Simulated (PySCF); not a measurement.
Species: C₄H₃F₂O₂ (doublet state).
Z-matrix (Å and degrees, GFN2-xTB geometry), rows numbered from 1:
```
O 
C   1  1.1910
C   2  1.5113  1  129.15
C   3  1.4951  2  102.98  1  -173.89
F   4  1.3429  3  118.58  2   135.75
O   4  1.3776  3  111.78  2     3.45
C   6  1.3756  4  109.84  3   -14.86
F   7  1.3805  2  107.21  1   -77.45
H   3  1.0946  2  108.65  1    65.87
H   3  1.0937  2  112.49  1   -52.69
H   7  1.0961  2  115.49  1    41.05
```

As a line formula: `O=C1[C@@H](O[C](F)C1)F` [radical].

The calculation used UKS B3LYP, pcH-1 on C F H O, non-relativistic, mean-field spin-orbit, GIAO (PySCF 2.14.0). Isolated species at its GFN2-xTB geometry (one conformer only). Couplings are sensitive to structure, and on GFN2-xTB geometries they can be far from those on DFT ones. The SCF solution wasn't tested for stability.

Q: Match the computed a_iso(17O) values -43.3, -1.2 MHz with the sites O1; O6.

A: 
| site | a_iso (MHz) | ρ(0) (bohr⁻³) | position | distance from C4 (Å) | spin population | largest \|T\| (MHz) |
| --- | --- | --- | --- | --- | --- | --- |
| O1 | -1.2 | +0.0020 | 3 bonds from C4 | 3.52 | +0.01 | 4.4 |
| O6 | -43.3 | +0.0715 | 1 bond from C4 | 1.38 | +0.07 | 44.5 |

Q: The isotropic 13C couplings are +382.9, +19.1, +6.9, -3.7 MHz. Assign them to C2; C3; C4; C7.

A: 
```tsv
site	a_iso (MHz)	ρ(0) (bohr⁻³)	position	distance from C4 (Å)	spin population	largest |T| (MHz)
C2	+6.9	+0.0061	2 bonds from C4	2.35	+0.01	2.6
C3	+19.1	+0.0170	1 bond from C4	1.50	-0.04	8.9
C4	+382.9	+0.3406	largest spin population	0.00	+0.83	154.4
C7	-3.7	-0.0033	2 bonds from C4	2.25	0.00	4.3
```

Q: Match the computed a_iso(19F) values +270.8, +27.4 MHz with the sites F5; F8.

A: 
```tsv
site	a_iso (MHz)	ρ(0) (bohr⁻³)	position	distance from C4 (Å)	bound to	spin population there	largest |T| (MHz)
F5	+270.8	+0.0644	1 bond from C4	1.34	C4	+0.83	430.5
F8	+27.4	+0.0065	3 bonds from C4	3.01	C7	0.00	21.2
```

ρ(0) is the spin density at the nucleus and T the dipolar tensor. Largest spin populations (Mulliken): C4 (+0.83) and O6 (+0.07). C4 is the only atom above +0.15. The angles at C4 add up to 342.2°, so it is pyramidal.

Examples of negative spin density at the nucleus (bohr⁻³): C7 (-0.0033).

The run took 44 s wall (with the writing of density and orbital grids) on one thread, Arm Neoverse V2 (aarch64), on a shared host, and the process peaked at 0.84 GiB of memory.
